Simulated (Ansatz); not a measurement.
System: ZrH4, charge -1, multiplicity 2. The spin state was set by rule; other spins were not relaxed. 
Structure (B3LYP-D3(BJ)/def2-TZVP (Ansatz, an electronic-structure program) minimum search):
```
Zr
H 1 1.9409
H 1 1.9409 2 103.67
H 1 1.9409 2 121.82 3 -115.93
H 1 1.9409 2 103.67 3 128.14
```
Charge -1, spin multiplicity 2.

Parts of the frozen-core correlation energy in def2-SVP (Ansatz, hartree). Frozen orbitals: 4; correlated occupied orbitals by spin: 5 and 4; virtual: 42 and 43. UHF or UKS for open shells. No spin-orbit coupling. In def2 rows, elements after Kr have scalar-relativistic effective core potentials.

```tsv
term	value
reference (HF)	-48.78024
MP2 opposite-spin	-0.09794
MP2 same-spin	-0.01235
CCSD correlation	-0.14132
(T)	-0.00285
CCSDT minus CCSD(T)	-0.00089
T1 diagnostic	0.023
largest doubles amplitude	0.028
<S^2> of the reference	0.755
```
